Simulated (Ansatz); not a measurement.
C7H6MoO5S, SMILES `C[S+](C)[Mo-6]([C]#[O+])([C]#[O+])([C]#[O+])([C]#[O+])[C]#[O+]` at its PBE0-D4/def2-TZVP geometry, where that method's forces vanish. The species carries charge 0 and has multiplicity 1. Mo: def2 effective core potential.

```json
{"atom": "C1", "x (Å)": "1.568", "y (Å)": "-1.915", "z (Å)": "-0.108"}
{"atom": "S2", "x (Å)": "0.703", "y (Å)": "-0.699", "z (Å)": "-1.109"}
{"atom": "C3", "x (Å)": "2.035", "y (Å)": "0.486", "z (Å)": "-1.329"}
{"atom": "Mo4", "x (Å)": "-1.126", "y (Å)": "0.379", "z (Å)": "0.316"}
{"atom": "C5", "x (Å)": "-2.561", "y (Å)": "1.205", "z (Å)": "1.400"}
{"atom": "O6", "x (Å)": "-3.385", "y (Å)": "1.684", "z (Å)": "2.033"}
{"atom": "C7", "x (Å)": "-1.528", "y (Å)": "-1.402", "z (Å)": "1.221"}
{"atom": "O8", "x (Å)": "-1.776", "y (Å)": "-2.384", "z (Å)": "1.746"}
{"atom": "C9", "x (Å)": "0.227", "y (Å)": "0.818", "z (Å)": "1.768"}
{"atom": "O10", "x (Å)": "0.981", "y (Å)": "1.070", "z (Å)": "2.588"}
{"atom": "C11", "x (Å)": "-2.495", "y (Å)": "-0.056", "z (Å)": "-1.140"}
{"atom": "O12", "x (Å)": "-3.280", "y (Å)": "-0.284", "z (Å)": "-1.933"}
{"atom": "C13", "x (Å)": "-0.794", "y (Å)": "2.195", "z (Å)": "-0.547"}
{"atom": "O14", "x (Å)": "-0.632", "y (Å)": "3.225", "z (Å)": "-1.010"}
{"atom": "H15", "x (Å)": "2.406", "y (Å)": "-2.323", "z (Å)": "-0.674"}
{"atom": "H16", "x (Å)": "0.862", "y (Å)": "-2.714", "z (Å)": "0.114"}
{"atom": "H17", "x (Å)": "1.918", "y (Å)": "-1.472", "z (Å)": "0.825"}
{"atom": "H18", "x (Å)": "1.644", "y (Å)": "1.305", "z (Å)": "-1.933"}
{"atom": "H19", "x (Å)": "2.372", "y (Å)": "0.874", "z (Å)": "-0.368"}
{"atom": "H20", "x (Å)": "2.861", "y (Å)": "0.011", "z (Å)": "-1.860"}
```

(1) For each bond, give half the difference of the two atoms' forces along it (eV/Å; positive pushes the atoms apart) under PBE-D4, r2SCAN-D4, B3LYP-D4, ωB97M-V in def2-TZVPP. (Estimate.)

Results:

(1) Ansatz gave: 
```csv
bond,length (Å),PBE-D4,r2SCAN-D4,B3LYP-D4,ωB97M-V
C1–S2,1.797,0.18,0.17,0.24,0.10
C1–H15,1.091,0.09,-0.04,-0.09,-0.08
C1–H16,1.089,0.10,-0.04,-0.10,-0.05
C1–H17,1.090,0.09,-0.03,-0.08,-0.05
S2–C3,1.797,0.18,0.16,0.24,0.10
C3–H18,1.089,0.10,-0.04,-0.10,-0.05
C3–H19,1.090,0.09,-0.03,-0.08,-0.05
C3–H20,1.091,0.09,-0.04,-0.09,-0.08
Mo4–C7,2.038,-0.84,-0.37,0.00,0.22
Mo4–C11,2.045,-0.86,-0.37,0.00,0.24
Mo4–C13,2.038,-0.84,-0.37,0.00,0.23
C5–O6,1.145,1.58,0.68,0.12,-0.22
C9–O10,1.142,1.72,0.77,0.15,-0.31
C13–O14,1.141,1.73,0.76,0.16,-0.30
```

B3LYP here is the variant with VWN-RPA as its local correlation; programs differ in this.
